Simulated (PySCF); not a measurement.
## Molecular orbitals of ZnF⁻

RHF at R = 1.945 Å; PySCF, no relativity, basis sets Zn def2-TZVPPD, F def2-TZVPPD. State: ¹Σ⁺ (singlet), closed shell. Only the outer orbitals are listed, counted within each symmetry.

```csv
orbital,occ.,ε (eV),on Zn (%),main shells (%)
9σ,2,-9.32,11,88 F p
4π,2,-8.72,1,99 F p
4π,2,-8.72,1,99 F p
10σ,2,-1.46,118,112 Zn s
5π,0,4.24,105,105 Zn p
5π,0,4.24,105,105 Zn p
11σ,0,4.40,89,"96 Zn p, 17 F s"
```

**Question.** Which are the highest filled and the lowest empty level, where do they sit, and how wide is the gap?

**Answer.** Highest filled 10σ at -1.46 eV (in %: 112 Zn s); lowest empty 5π at 4.24 eV (in %: 105 Zn p); the gap at RHF is 5.70 eV. An empty level above zero is unbound, and its energy depends on the basis.

```json
{
  "bond order (Mayer)": "-0.81",
  "⟨S²⟩": "0.000",
  "charge on Zn (Mulliken, basis-dependent)": "-0.56",
  "charge on Zn (Löwdin, basis-dependent)": "-0.10",
  "dipole moment (positive dipole points towards F; it is taken about the centre of mass and depends on that origin)": "0.08 D",
  "polarisability along the bond": "86.3 bohr³",
  "polarisability across the bond": "100.8 bohr³"
}
```

Shares are Mulliken populations and can fall outside 0 to 100 %.
